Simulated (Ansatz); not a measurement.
Input and output for C₃H₆Zn.

```yaml
crystal:
  periodic: [false, false, false]
  atoms:
    - {symbol: C, position_ang: [-0.941858, 0.900267, -0.468829]}
    - {symbol: C, position_ang: [-0.353529, 0.240317, 0.534297]}
    - {symbol: C, position_ang: [0.270218, -1.055083, 0.477646]}
    - {symbol: Zn, position_ang: [2.465545, 1.133169, -1.875964]}
    - {symbol: H, position_ang: [-1.102254, 0.370962, -1.363692]}
    - {symbol: H, position_ang: [-1.402195, 1.879574, -0.368175]}
    - {symbol: H, position_ang: [-0.212120, 0.834494, 1.496121]}
    - {symbol: H, position_ang: [-0.096885, -1.685147, 1.293818]}
    - {symbol: H, position_ang: [1.414703, -0.962400, 0.691687]}
    - {symbol: H, position_ang: [0.155480, -1.534874, -0.476644]}
basis:
  gaussian: {orbitals: ANO-RCC-VTZP}
hamiltonian: {xc: {name: PBE0}, pseudopotentials: {relativity: scalar}}
```

```sh
$ ansatz run in.yaml --threads 4 --pin off --events-out ev --progress --plain --max-ram 10444MiB
```

Shortened log:

```
Functional definition: PBE0
1653 factors; their error is unknown
mean field evaluation 1: about -52058.9748 eV, gradient 6.5e1 eV
mean field evaluation 2: about -52042.9324 eV, gradient 9.9e1 eV
mean field evaluation 4: about -52069.2158 eV, gradient 1.0e1 eV
mean field evaluation 8: about -52069.3395 eV, gradient 1.7e-1 eV
mean field evaluation 16: about -52069.4494 eV, gradient 2.8e-4 eV
mean field -52069.44940892 eV, -1913.5169718375 hartree, gradient 3.1e-5 eV, S^2 0.000000; 0 other end points of the search recorded, 0 dependent functions left out
reference -52069.44945518 eV, -1913.5169735376 hartree; 27, 27 occupied and 206, 206 virtual orbitals, 1653 factors
Total energy: -52069.44945518 eV, -1913.5169735376 hartree
Relativity: scalar
```

Run time 5.5 s (4 threads of a server CPU on a shared host); peak host memory 0.59 GiB.
